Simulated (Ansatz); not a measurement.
CH4Cl2OSTi (`C[S][Ti]([OH])([Cl])[Cl]`), relaxed with RKS PBE0-D4/def2-TZVP in Ansatz 0.2.0 from a GFN2-xTB geometry. The force threshold is 0.005 eV/Å; the program also tests the step.

Total charge 0; spin multiplicity 1.

Start:

```xyz
10

C    -0.468   -1.483   -0.989
S     0.798   -0.166   -1.166
Ti    0.202    0.934    0.756
O     1.233    2.240    0.751
Cl   -1.899    1.252    0.562
Cl    0.401   -0.537    2.290
H    -0.347   -1.978   -0.023
H    -1.463   -1.041   -1.087
H    -0.301   -2.196   -1.794
H     1.844    2.976    0.701
```

```csv
step,energy (eV),largest force (eV/Å),largest move (Å)
1,-62133.1279,2.768,0.000
2,-62133.3950,0.985,0.192
3,-62133.4178,0.225,0.048
4,-62133.4200,0.073,0.013
5,-62133.4215,0.064,0.036
6,-62133.4228,0.078,0.024
7,-62133.4233,0.426,0.051
8,-62133.4277,0.059,0.054
9,-62133.4278,0.196,0.016
10,-62133.4295,0.013,0.062
11 (rejected),-62133.3978,1.533,0.182
12,-62133.4297,0.004,0.024
13,-62133.4297,0.003,0.017
```

End:

```xyz
10

C    -0.496   -1.570   -1.045
S     0.724   -0.228   -1.188
Ti    0.238    0.909    0.689
O     1.326    2.269    0.682
Cl   -1.879    1.496    0.598
Cl    0.543   -0.428    2.409
H    -0.400   -2.085   -0.090
H    -1.506   -1.177   -1.159
H    -0.288   -2.274   -1.851
H     1.738    3.088    0.954
```

Run time 54 s (2 threads of an AMD EPYC 7R13 on a shared host and a share of an NVIDIA H100 80 GB); peak host memory 0.97 GiB.
